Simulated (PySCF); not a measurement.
The PySCF input:
```python
from pyscf import gto, scf, dft, tdscf

mol = gto.M(
    atom='''
B    -0.538819   -0.423762   -0.399222
H    -1.299152   -1.069482   -1.022291
Si   -0.509893    1.518936   -0.681932
H     0.698139    1.932856   -1.418224
H    -0.499575    2.296063    0.568924
H    -1.631204    2.079566   -1.454912
Si    0.673406   -1.380557    0.813951
H     1.377159   -0.551879    1.805482
H     1.738262   -2.068797    0.061457
H     0.021283   -2.436819    1.607403
''',
    basis='6-31g',
    charge=0,
    spin=0,
    verbose=4,
)

mf = dft.RKS(mol)
mf.xc = 'camb3lyp'
mf.kernel()
td = mf.TDDFT()
td.nstates = 5
td.kernel()
td.analyze()
```

What total energy does CAMB3LYP/6-31G, TDDFT in PySCF give?

-1215.708760 Ry

Estimate the lowest excitation energy found that CAMB3LYP/6-31G, TDDFT returns for this input.

3.91 eV

Predict the excitation energies found from CAMB3LYP/6-31G, TDDFT.

3.91, 4.69, 6.25, 6.63, 6.73 eV

What HOMO energy does CAMB3LYP/6-31G, TDDFT give?

-9.61 eV

Predict the HOMO-LUMO gap from CAMB3LYP/6-31G, TDDFT.

8.05 eV

What is the computed dipole moment (CAMB3LYP/6-31G, TDDFT)?

0.63 D
